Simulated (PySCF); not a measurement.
LDA on Si (silicon, neutral)

Configuration: [Ne] 3s1 3p3, high-spin 5S determinant (an excited configuration). Computed with PySCF 2.14 in dyall-av3z (19s12p3d2f, 84 functions), with the spin-free X2C one-electron Hamiltonian (Gaussian nucleus).

```
Total energy                        : -288.6634 hartree
One-electron energy                 : -400.7106 hartree
Hartree (Coulomb) energy            : 131.7634 hartree
Exchange-correlation energy         : -19.7161 hartree
⟨S²⟩                                : 6.0000
⟨L²⟩                                : 0.000
Sum of ⟨r⟩                          : 14.58 bohr
Sum of ⟨r²⟩                         : 32.81 bohr²
Langevin diamagnetic susceptibility : -26.0 ×10⁻⁶ cm³/mol
```

```json
{"shell": "1s α", "electrons": "1", "mean orbital energy (hartree)": "-65.36200", "rms radius, mean of both spins (bohr)": "0.129"}
{"shell": "1s β", "electrons": "1", "mean orbital energy (hartree)": "-65.34600", "rms radius, mean of both spins (bohr)": "0.129"}
{"shell": "2s α", "electrons": "1", "mean orbital energy (hartree)": "-5.13392", "rms radius, mean of both spins (bohr)": "0.624"}
{"shell": "2s β", "electrons": "1", "mean orbital energy (hartree)": "-5.11420", "rms radius, mean of both spins (bohr)": "0.624"}
{"shell": "2p α", "electrons": "3", "mean orbital energy (hartree)": "-3.55003", "rms radius, mean of both spins (bohr)": "0.605"}
{"shell": "2p β", "electrons": "3", "mean orbital energy (hartree)": "-3.52674", "rms radius, mean of both spins (bohr)": "0.605"}
{"shell": "3s α", "electrons": "1", "mean orbital energy (hartree)": "-0.45797", "rms radius, mean of both spins (bohr)": "2.28"}
{"shell": "3p α", "electrons": "3", "mean orbital energy (hartree)": "-0.20058", "rms radius, mean of both spins (bohr)": "2.86"}
```

Densities and radii are taken from the X2C orbitals without a picture-change correction, which distorts them close to the nucleus.
